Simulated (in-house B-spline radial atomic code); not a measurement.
# How G0W0 and RPA depend on the start: In IV (In3+)

Configuration [Kr] 4d10. Computed with a B-spline radial code for spherical atoms: all electrons, scalar-relativistic (spin-free one-electron X2C), finite nucleus, each spin shell either full or empty, empty states to l = 9 with an (l + 1/2)⁻⁴ tail; G0W0 by contour deformation at full frequency.

| start | mean-field 4d (eV) | G0W0 (eV) | QP weight | RPA correlation (Eh) |
| --- | --- | --- | --- | --- |
| Hartree-Fock | -56.57 | -56.73 | 0.964 | -3.3534 |
| LDA VWN5 | -48.13 | -56.54 | 0.929 | -3.6388 |
| PBE | -47.87 | ? | ? | ? |
| PBE0 | -50.35 | -56.48 | 0.944 | -3.5552 |
| r2SCAN | -48.32 | -56.28 | 0.936 | -3.5811 |
| HSE06 | -49.92 | -56.48 | 0.941 | -3.5612 |
| B3LYP (VWN-RPA) | -49.91 | -56.58 | 0.940 | -3.5727 |
| SCAN | -48.27 | -56.26 | 0.935 | -3.5786 |
| TPSS | -47.83 | -56.36 | 0.930 | -3.6174 |
| BHandHLYP | -52.71 | -56.66 | 0.952 | -3.4848 |
| CAM-B3LYP | -51.84 | ? | ? | ? |
| LC-wPBE | -53.03 | -56.74 | 0.953 | -3.5418 |
| wB97X | -52.72 | -56.61 | 0.954 | -3.5259 |
| PBEsol | -47.86 | -56.43 | 0.929 | -3.6349 |
| BLYP | -47.74 | -56.50 | 0.925 | -3.6355 |
| r2SCAN0 | -50.68 | -56.41 | 0.947 | -3.521 |
| LDA exchange-only | -46.39 | -56.72 | 0.917 | -3.6392 |

**Question.** What G0W0 level, weight and RPA correlation energy follow from the PBE start?

**Answer.** G0W0 level -56.39 eV, weight 0.928, RPA correlation -3.633 hartree.

**Question.** What G0W0 level, weight and RPA correlation energy follow from the CAM-B3LYP start?

**Answer.** G0W0 level -56.76 eV, weight 0.948, RPA correlation -3.5415 hartree.

**Question.** How much of the dependence on the start does G0W0 remove?

**Answer.** The mean-field levels span 10.2 eV and the G0W0 levels 0.496 eV. Against 55.45 ± 0.04 eV (NIST, measured) the G0W0 removal energies are off by +0.81 to +1.31 eV, with spin-orbit coupling, Breit and QED terms left out.
